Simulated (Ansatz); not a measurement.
Basis sets compared for the cluster Li₅Te₃ (the lowest doublet isomer of a short search). Total charge 0; doublet. Geometry PBE-D4/def2-SVP. Ansatz on 4 threads of Arm Neoverse V1 on a shared host; times are rough, and most runs start from earlier orbitals.

```csv
atom,x (Å),y (Å),z (Å)
Li1,0.616,-1.204,-0.470
Li2,-0.381,1.127,0.793
Li3,2.431,0.927,0.210
Li4,-1.669,0.617,-2.450
Li5,-0.982,-1.468,1.935
Te6,-2.154,-0.751,-0.318
Te7,1.409,-0.524,2.082
Te8,0.731,1.276,-1.781
```

In the def2 sets Te takes a core potential, while STO-3G treats all electrons; there is no spin–orbit coupling. The structure comes from a short search, and lower isomers may exist.

STO-3G and 6-31G are all-electron sets without relativity, so their totals don't compare with the def2 sets.

Binding counts from free atoms (Li doublet, Te triplet) in the same basis, without a counterpoise term.

| level | functions | energy (Eh) | HOMO (eV) | LUMO (eV) | binding per atom (eV) | wall time |
| --- | --- | --- | --- | --- | --- | --- |
| HF/STO-3G | 106 | -19678.6920 | -5.32 | 0.82 | – | 4.9 s |
| PBE-D4/def2-SVP | 123 | -841.8625 | -4.48 | -4.14 | 2.39 | 5 s |
| PBE0-D4/def2-SVP | 123 | -841.9479 | -5.31 | -3.62 | 2.36 | 7 s |

Question: Estimate the rows for HF/def2-TZVP, PBE-D4/def2-TZVP (with forces), PBE0-D4/def2-TZVP.

Answer: 
| level | functions | energy (Eh) | HOMO (eV) | LUMO (eV) | binding per atom (eV) | wall time |
| --- | --- | --- | --- | --- | --- | --- |
| HF/def2-TZVP | 220 | -838.6334 | -6.99 | -0.84 | 1.54 | 23 s |
| PBE-D4/def2-TZVP (with forces) | 220 | -841.9143 | -4.54 | -4.17 | 2.33 | 8.5 s |
| PBE0-D4/def2-TZVP | 220 | -841.9964 | -5.35 | -3.61 | 2.30 | 16 s |
